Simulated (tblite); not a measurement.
Q: Write a Z-matrix for InChI=1S/C8H7/c1-2-8-6-4-3-5-7-8/h2,4-7H,1H2 as optimised with GFN2-xTB. (Doublet state.)

A: 
Z-matrix in Å and degrees, rows numbered from 1:
```
C 
C   1  1.3273
C   2  1.4601  1  126.96
C   3  1.3951  2  122.68  1     0.12
C   4  1.3902  3  120.63  2  -179.98
C   5  1.3645  4  117.61  3    -0.03
C   6  1.3636  5  124.61  4    -0.06
C   7  1.3907  6  117.30  5     0.09
H   1  1.0763  2  123.01  3    -0.01
H   1  1.0765  2  121.16  3  -179.97
H   2  1.0834  1  118.65  3  -179.96
H   4  1.0794  3  120.44  2    -0.01
H   5  1.0797  4  120.35  3  -179.95
H   7  1.0797  6  122.18  5  -179.98
H   8  1.0815  3  119.85  2    -0.07
```

C2 (carbon bonded to 2 C and H) is planar (angles 127.0°, 118.7° and 114.4°, sum 360.0°, 0.00 Å off the plane of its three neighbours). C3 (carbon bonded to 3 C) is planar (angles 122.7°, 118.9° and 118.4°, sum 360.0°, 0.00 Å off the plane of its three neighbours). Of the pairs four or more bonds apart, H9···H12 is among the closest relative to their van der Waals radii: 2.16 Å, 90 % of the sum of Bondi's values. The C–C distances run from 1.327 Å (C1=C2, drawn double) to 1.460 Å (C2–C3, drawn single), a spread of 0.133 Å.

Structure optimised with GFN2-xTB, isolated species. This method treats the open shell by occupation alone, without spin polarisation.

Point group: Cs (tolerance 0.08 Å). Its lowest GFN2-xTB frequency is 15i cm⁻¹, too small to tell a flat minimum from a shallow saddle. Torsions: C1–C2–C3–C4 0°.

On Arm Neoverse V1, one thread, shared host with 32 logical CPUs at a one-minute load of 24, this took 0.13 s. That covers the optimisation of the geometry.

One conformer stands for the species.

All values are computed, not measured.
